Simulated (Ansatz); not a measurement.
Abridged output of a molecular run in Ansatz:

```
Functional definition: HF
1041 factors; integrals over basis functions are off by at most 1.3e-3 eV
mean field evaluation 1: about -14194.6534 eV, gradient 3.0e1 eV
mean field evaluation 2: about -14194.7555 eV, gradient 3.0e1 eV
mean field evaluation 4: about -14197.3278 eV, gradient 4.0e0 eV
mean field evaluation 8: about -14197.3811 eV, gradient 2.2e-1 eV
mean field evaluation 16: about -14197.2248 eV, gradient 4.0e0 eV
mean field -14197.38144976 eV, -521.7441449481 hartree, gradient 6.0e-6 eV, S^2 0.000000; 0 other end points of the search recorded, 0 dependent functions left out
9 core orbitals not correlated: weight in the atoms' cores, before any rotation towards them, 1.000 or more for the frozen orbitals, at most 0.000 for the correlated occupied ones
reference -14197.38144976 eV, -521.7441449481 hartree; 15, 15 occupied and 80, 80 virtual orbitals, 1041 factors
second order -19.44388478 eV of doubles, -0.00000000 eV of singles
cycle   1  -20.11840745 eV  change   -6.7e-1 eV  update   1.1e-1
cycle   2  -20.64637392 eV  change   -5.3e-1 eV  update   3.3e-2
cycle   3  -20.79065288 eV  change   -1.4e-1 eV  update   1.8e-2
cycle   4  -20.78698933 eV  change    3.7e-3 eV  update   4.5e-3
cycle   5  -20.78469956 eV  change    2.3e-3 eV  update   2.0e-3
cycle   6  -20.78502784 eV  change   -3.3e-4 eV  update   5.5e-4
cycle   7  -20.78477779 eV  change    2.5e-4 eV  update   2.5e-4
cycle   8  -20.78468999 eV  change    8.8e-5 eV  update   7.4e-5
cycle   9  -20.78471602 eV  change   -2.6e-5 eV  update   3.5e-5
perturbative correction -0.60020236 eV, -0.0220570297 hartree
Total energy: -14218.76636814 eV, -522.5300262031 hartree
```

Its atoms:

Z-matrix (Å, degrees):
```
Si
C 1 1.849
H 1 1.487 2 106.6
H 1 1.488 2 111.4 3 -119.7
H 1 1.488 2 111.9 3 119.8
C 2 1.339 1 126.3 3 -1.2
F 2 1.371 1 117.2 3 179.1
N 6 1.369 2 125.3 1 -176.2
H 6 1.083 2 118.2 1 0.4
H 8 1.007 6 116.0 2 -15.7
H 8 1.004 6 117.1 2 -155.8
```

Which basis set was used?
A. def2-SVP
B. cc-pV(T+d)Z
C. cc-pV(Q+d)Z
D. def2-TZVPPD

A. It gives 104 functions.

Write the keys of the input that set method, charge and spin (a neutral closed shell needs none for the last two).


```yaml
correlation: {method: ccsd_t}
```
